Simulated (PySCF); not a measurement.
C7H6O, SMILES C#CCc1ccco1, GFN2-xTB optimised geometry.

```
14

C     -1.22    -3.09     2.30
C     -1.30    -2.50     1.27
C     -1.37    -1.76     0.02
C     -0.38    -0.64     0.00
C      0.98    -0.64     0.00
C      1.38     0.72     0.00
C      0.23     1.44     0.00
O     -0.84     0.63     0.00
H     -1.15    -3.61     3.21
H     -2.38    -1.34    -0.10
H     -1.18    -2.45    -0.81
H      1.62    -1.50     0.00
H      2.38     1.10     0.00
H      0.04     2.50     0.00
```

Density from PySCF with PBE0/def2-TZVP at that geometry.

Minimum of the electron density along straight lines between bonded atoms, close to the bond critical point (lines longer than 1.1 times the sum of covalent radii, or with two minima, are not listed):

| bond | length / Å | ρ at the minimum / e bohr⁻³ | ∇²ρ there / e bohr⁻⁵ | position (fraction from the first atom) |
|---|---|---|---|---|
| C1–C2 | 1.196 | (withheld) | -1.21 | 0.48 |
| C2–C3 | 1.453 | 0.275 | (withheld) | 0.53 |
| C3–C4 | 1.496 | 0.262 | -0.70 | 0.48 |
| C4–C5 | 1.363 | 0.334 | -0.98 | 0.52 |
| C5–C6 | 1.417 | 0.298 | -0.82 | 0.50 |
| C6–C7 | 1.359 | 0.337 | -1.00 | 0.48 |
| C4–O8 | 1.349 | 0.294 | -0.27 | 0.33 |
| C7–O8 | 1.345 | 0.294 | (withheld) | 0.33 |
| C1–H9 | 1.049 | 0.299 | -1.14 | 0.66 |
| C3–H10 | 1.093 | 0.278 | -0.96 | 0.65 |
| C3–H11 | 1.095 | 0.277 | -0.95 | 0.65 |
| C5–H12 | 1.071 | 0.290 | -1.06 | 0.65 |
| C6–H13 | 1.071 | 0.291 | -1.06 | 0.65 |
| C7–H14 | 1.072 | 0.295 | -1.10 | 0.65 |

**Question.** Some entries are withheld; supply them.

**Answer.** 
- C1–C2, ρ at the minimum / e bohr⁻³: 0.420
- C2–C3, ∇²ρ there / e bohr⁻⁵: -0.76
- C7–O8, ∇²ρ there / e bohr⁻⁵: -0.17
